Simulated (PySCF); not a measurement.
**Radial density of Ta²⁺ (tantalum, charge +2)**

B97-3, [Xe] 4f14 5d2 6s1, 6s spin antiparallel (an excited configuration). Calculation: PySCF 2.14, in x2c-TZVPPall with one added diffuse shell each of s, p, d, f type (12s8p8d4f1g, 113 functions); the spin-free X2C one-electron Hamiltonian (Gaussian nucleus).

```json
{"r (bohr)": "0.0139", "4πr²ρ (e/bohr)": "100.6", "4πr²(ρα − ρβ)": "-0.0032"}
{"r (bohr)": "0.0234", "4πr²ρ (e/bohr)": "87.47", "4πr²(ρα − ρβ)": "-0.0003"}
{"r (bohr)": "0.0394", "4πr²ρ (e/bohr)": "112.7", "4πr²(ρα − ρβ)": "-0.0024"}
{"r (bohr)": "0.0663", "4πr²ρ (e/bohr)": "129.4", "4πr²(ρα − ρβ)": "0.0357"}
{"r (bohr)": "0.112", "4πr²ρ (e/bohr)": "103.2", "4πr²(ρα − ρβ)": "0.0936"}
{"r (bohr)": "0.188", "4πr²ρ (e/bohr)": "113.3", "4πr²(ρα − ρβ)": "-0.0067"}
{"r (bohr)": "0.316", "4πr²ρ (e/bohr)": "61.29", "4πr²(ρα − ρβ)": "0.0761"}
{"r (bohr)": "0.531", "4πr²ρ (e/bohr)": "62.41", "4πr²(ρα − ρβ)": "0.0549"}
{"r (bohr)": "0.893", "4πr²ρ (e/bohr)": "20.39", "4πr²(ρα − ρβ)": "0.2160"}
{"r (bohr)": "1.50", "4πr²ρ (e/bohr)": "7.512", "4πr²(ρα − ρβ)": "1.2259"}
{"r (bohr)": "2.53", "4πr²ρ (e/bohr)": "1.269", "4πr²(ρα − ρβ)": "0.0933"}
{"r (bohr)": "4.25", "4πr²ρ (e/bohr)": "0.1974", "4πr²(ρα − ρβ)": "-0.0978"}
{"r (bohr)": "7.15", "4πr²ρ (e/bohr)": "0.0002279", "4πr²(ρα − ρβ)": "-0.0002"}
{"r (bohr)": "12.0", "4πr²ρ (e/bohr)": "0.0001098", "4πr²(ρα − ρβ)": "-0.0001"}
```

Densities and radii are taken from the X2C orbitals without a picture-change correction, which distorts them close to the nucleus.

Spin-orbit coupling, absent here, splits the open shell strongly. With the s spin flipped the determinant is a mixture of two multiplicities, not a spectroscopic state.
